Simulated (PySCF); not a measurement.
## Cost of excited-state runs on `COc1pc(C#N)cs1`, C₅H₄NOPS

Molfile (atoms numbered from 1):
```
C5H4NOPS
     RDKit          3D

 13 13  0  0  0  0  0  0  0  0999 V2000
    2.7269    0.0719    0.0141 C   0  0  0  0  0  0  0  0  0  0  0  0
    1.7670   -0.9209    0.2875 O   0  0  0  0  0  0  0  0  0  0  0  0
    0.4929   -0.5760    0.0370 C   0  0  0  0  0  0  0  0  0  0  0  0
   -0.0666    0.9361   -0.5748 P   0  0  0  0  0  0  0  0  0  0  0  0
   -1.7651    0.3815   -0.5317 C   0  0  0  0  0  0  0  0  0  0  0  0
   -2.8016    1.2368   -0.9458 C   0  0  0  0  0  0  0  0  0  0  0  0
   -3.6335    1.9493   -1.2858 N   0  0  0  0  0  0  0  0  0  0  0  0
   -2.0129   -0.8825   -0.0892 C   0  0  0  0  0  0  0  0  0  0  0  0
   -0.6639   -1.8241    0.3878 S   0  0  0  0  0  0  0  0  0  0  0  0
    3.6927   -0.3565    0.2725 H   0  0  0  0  0  0  0  0  0  0  0  0
    2.7074    0.3487   -1.0457 H   0  0  0  0  0  0  0  0  0  0  0  0
    2.5394    0.9687    0.6146 H   0  0  0  0  0  0  0  0  0  0  0  0
   -2.9872   -1.3324   -0.0196 H   0  0  0  0  0  0  0  0  0  0  0  0
  1  2  1  0
  2  3  1  0
  3  4  2  0
  4  5  1  0
  5  6  1  0
  6  7  3  0
  5  8  2  0
  8  9  1  0
  9  3  1  0
  1 10  1  0
  1 11  1  0
  1 12  1  0
  8 13  1  0
M  END
```

PySCF with density fitting, on 1 thread of an Arm Neoverse N1, shared host. Command: `OMP_NUM_THREADS=1 python excited_run.py task.json out`

(1) How long does each of these runs take, and how much memory?
- magnetisability and related constants, BHandHLYP/pcSseg-1; writes grids
- magnetisability and related constants, LDA/6-31G*; usual settings

## Answers

(1) 
| run | level | basis functions | wall time | peak memory (GiB) |
| --- | --- | --- | --- | --- |
| magnetisability and related constants | BHandHLYP/pcSseg-1 | 187 | 61 s | 0.84 |
| magnetisability and related constants | LDA/6-31G* | 142 | 42 s | 0.52 |

Times from a shared host are rough.
